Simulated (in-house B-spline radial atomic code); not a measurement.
P⁸⁺. Computed with a B-spline radial atomic code. Model: all-electron spherical atom, spin shells full or empty, radial basis limit, no spin-orbit coupling, Breit or QED, empty-state partial waves extrapolated as (l+1/2)^-4, RPA, G0W0 and static COHSEX of the highest shell as one setting changes (uncorrelated shells keep exact exchange).

Empty levels are discrete states of a finite basis, so the steps are uneven.

Given: element P; charge 8; filled core He; hamiltonian non-relativistic; mean-field start r2SCAN; highest l of empty states 9; lowest nl shells left uncorrelated 1; highest mean-field shell 2p up; box radius 7.7 bohr.

Shell: 2s 1 1, 2p 3 0 (electrons up and down).

| highest empty level kept (hartree) | RPA correlation energy (hartree) | G0W0 level (eV) | G0W0 minus most complete (meV) | COHSEX level (eV) | linearised minus solved G0W0 (meV) |
| --- | --- | --- | --- | --- | --- |
| 27 | -0.20855 | -371.7 | 633.6 | -375.59 | -57.1 |
| 54 | -0.2398 | -372 | 340.7 | -376.74 | -58.5 |
| 94.5 | -0.25495 | -372.15 | 190.3 | -377.19 | -59.3 |
| 162 | -0.26529 | -372.26 | 76.4 | -377.52 | -60 |
| 270 | -0.26894 | -372.3 | 34.3 | -377.63 | -60.3 |
| 486 | -0.27073 | -372.32 | 13.5 | -377.68 | -60.4 |
| 810 | -0.2715 | -372.33 | 4.5 | -377.7 | -60.5 |
| 1620 | ? | ? | ? | ? | ? |
| 3240 | -0.27187 | -372.34 | 0.1 | -377.71 | -60.5 |
| 6750 | -0.27188 | -372.34 | 0 | -377.71 | -60.5 |
| 16200 | ? | ? | ? | ? | ? |
| 54000 | -0.27189 | -372.34 | 0 | -377.71 | -60.5 |

(1) What follows for highest empty level kept = 1620?

(2) What follows for highest empty level kept = 16200?

Results:

(1) RPA correlation energy -0.27183 hartree; G0W0 level -372.34 eV; G0W0 minus most complete 0.6 meV; COHSEX level -377.71 eV; linearised minus solved G0W0 -60.5 meV.

(2) RPA correlation energy -0.27189 hartree; G0W0 level -372.34 eV; G0W0 minus most complete 0 meV; COHSEX level -377.71 eV; linearised minus solved G0W0 -60.5 meV.
